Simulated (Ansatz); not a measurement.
Species: HS₂, net charge 0, doublet state. It need not be the lowest isomer of its formula. 
Coordinates optimised at B3LYP-D3(BJ)/def2-TZVP (Ansatz, a quantum-chemistry and plane-wave program):
```xyz
3

S     -0.9203     0.0126     0.4581
S      0.8239     0.0408    -0.4735
H      1.5432    -0.8556     0.2469
```
Charge 0, spin multiplicity 2.

Total electronic energies in hartree. Valence correlation only, unless marked. Open shells are spin-unrestricted. Spin-orbit coupling is left out. No relativistic terms. CBS marks a two-point X^-3 extrapolation of the correlation energy; Hartree-Fock from the larger set. [CCSD(T)-MP2]/basis is that difference in the basis named.

```csv
level,program,energy (Eh)
HF/cc-pwCVTZ,Ansatz,-795.67396
RI-HF/def2-TZVPP,Ansatz,-795.65806
RI-HF/def2-QZVPP,Ansatz,-795.68126
BLYP/def2-TZVPD,Ansatz,?
B2GP-PLYP-D4/def2-TZVPD,Ansatz + dftd4,-796.64370
RPA@PBE/cc-pV(T+d)Z,Ansatz,-796.22677
MP2/def2-TZVPP,Ansatz,-795.98518
"RI-MP2/CBS(def2-TZVPP,def2-QZVPP)",Ansatz,-796.0615
SCS-MP2/def2-TZVPPD,Ansatz,-795.98661
CCSD/def2-SVP,Ansatz,-795.64628
CCSD(T)/6-31G,Ansatz,-795.62107
CCSD(T)/6-31G*,Ansatz,-795.84896
CCSD(T)/def2-QZVPP,Ansatz,-796.09288
"RI-MP2/CBS(def2-TZVPPD,def2-QZVPPD)+[CCSD(T)-MP2]/def2-QZVPPD",Ansatz,-796.1144
"CCSD(T)/CBS(def2-TZVPPD,def2-QZVPPD)",Ansatz,-796.1136
```

**Question.** Complete the blanks.

**Answer.** 
- BLYP/def2-TZVPD, energy (Eh): -796.99528
